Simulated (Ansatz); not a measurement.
Species: BaCl, charge 0, doublet. BaCl (SMILES [Cl][Ba], doublet).
B3LYP-D3(BJ)/def2-TZVP minimum from Ansatz (a program for electronic structure):
```
Cl
Ba 1 2.7004
```
Charge 0, spin multiplicity 2.

Total energies in hartree (Ansatz). UHF or UKS for unpaired electrons; spin-orbit terms are left out. Cores are frozen in correlated methods (noble-gas shells, and filled d and f shells in the p block). Past Kr the def2 sets carry scalar-relativistic core potentials. For partners of very few electrons the exact lower level stands in for a higher one. The restricted determinant of Ba ([Ba], singlet) is unstable towards broken spin symmetry in at least one set run. The spin of BaCl ([Cl][Ba], doublet) was assumed, and the state is the lowest solution found for it.

```tsv
species	HF/def2-TZVPP	CCSD(T)/def2-TZVPP	HF/def2-QZVPP	CCSD(T)/def2-QZVPP	CCSDT(Q)/def2-QZVPP
1: BaCl (SMILES [Cl][Ba], doublet)	-484.71599	-484.94330	-484.73207	-484.98386	-484.98481
2: Ba (singlet)	-25.09489	-25.11689	-25.09522	-25.11905	-25.11905
3: Cl (doublet)	-459.47685	-459.66464	-459.48954	-459.69535	-459.69632
```

Work out the atomisation energy (electronic, to ground-state atoms) in kcal/mol: take Hartree-Fock from def2-QZVPP, extrapolate the CCSD(T) correlation energy as X^-3 (X = 3, 4), and add CCSDT(Q) - CCSD(T) in def2-QZVPP. 1 hartree = 627.51 kcal/mol.


Species 1: correlation (64·(-0.25179) - 27·(-0.22731))/37 = -0.26965; step -0.00095; E1 = -484.73207 + (-0.26965) + (-0.00095) = -485.00267
Species 2: correlation (64·(-0.02383) - 27·(-0.02200))/37 = -0.02517; step +0.00000; E2 = -25.09522 + (-0.02517) + (+0.00000) = -25.12039
Species 3: correlation (64·(-0.20581) - 27·(-0.18779))/37 = -0.21896; step -0.00097; E3 = -459.48954 + (-0.21896) + (-0.00097) = -459.70947
-1·E1 +1·E2 +1·E3 = 0.17281 hartree = 108.4 kcal/mol.
